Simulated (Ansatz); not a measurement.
A nudged elastic band was laid between two geometries of BClFH + H4Si (9 atoms, charge 0, multiplicity 1).

The calculation used Ansatz 0.2.0, RKS PBE/6-31G*.

- movable images: 5
- climbing image: yes
- spring: 5.0 eV/Å²
- optimiser: quadratic models (default)
- start path: through a guess of the saddle point
- force threshold: 0.05 eV/Å
- iteration limit: 60
- end points: relaxed

First end point:

```xyz
9
Properties=species:S:1:pos:R:3
B -0.026 -0.916 -0.224
F -0.178 -1.404 0.998
Cl 1.580 -0.900 -0.949
H -0.969 -0.500 -0.836
Si 0.531 2.890 1.226
H 1.883 3.075 1.843
H 0.619 3.094 -0.255
H -0.434 3.874 1.813
H 0.046 1.499 1.507
```

Last end point:

```xyz
9
Properties=species:S:1:pos:R:3
B 0.089 0.589 -0.098
F -0.245 -0.269 1.729
Cl 1.524 -0.438 -0.527
H -0.942 0.230 -0.599
Si 0.438 2.461 0.595
H 1.598 2.482 1.552
H 0.769 3.391 -0.541
H -0.758 3.022 1.312
H 0.578 -0.756 1.700
```

Q: Which bonds break or form, and what moves?

A: Bonds broken: B1–F2, Si5–H9. Bonds formed: B1–Si5, F2–H9. BClFH + H4Si becomes BClH4Si + FH.

Q: Give the energies along the band, and the barrier.

A: It converged. The highest image is number 4 of 0 to 6, 216.5 kJ/mol above the first end and 42.5 kJ/mol above the last; the last end lies 174.0 kJ/mol above the first. Neighbouring images differ by up to 1.6 eV, so the band resolves the path poorly. A vibrational analysis at the climbing image gives one clearly imaginary mode, 772i cm⁻¹: a first-order saddle point. The orbitals stay closed-shell, which can raise the energy where a bond breaks towards radicals; this wasn't checked here.

```tsv
image	path coordinate (Å)	energy (kJ/mol)	B1–F2 (Å)	Si5–H9 (Å)	B1–Si5 (Å)
0	0.00	0.0	1.32	1.50	4.11
1	0.78	1.0	1.32	1.50	3.70
2	1.56	12.3	1.33	1.50	3.19
3	2.34	62.7	1.37	1.54	2.60
4	3.12	216.5	1.70	1.97	2.15
5	4.12	183.8	2.01	2.74	2.04
6	5.13	174.0	2.05	3.40	2.03
```

Q: What is the geometry of the highest image?

A: 
```xyz
9
Properties=species:S:1:pos:R:3
B 0.172 0.268 0.065
F -0.177 -0.554 1.513
Cl 1.685 -0.378 -0.628
H -0.829 0.228 -0.595
Si 0.484 2.277 0.770
H 1.796 2.516 1.455
H 0.501 2.908 -0.588
H -0.618 2.921 1.566
H 0.037 0.527 1.565
```

Time of the run: 6 min on 1 thread of Intel(R) Xeon(R) Platinum 8259CL CPU @ 2.50GHz (Skylake/Cascade Lake), on a shared host, peak memory 0.14 GiB.
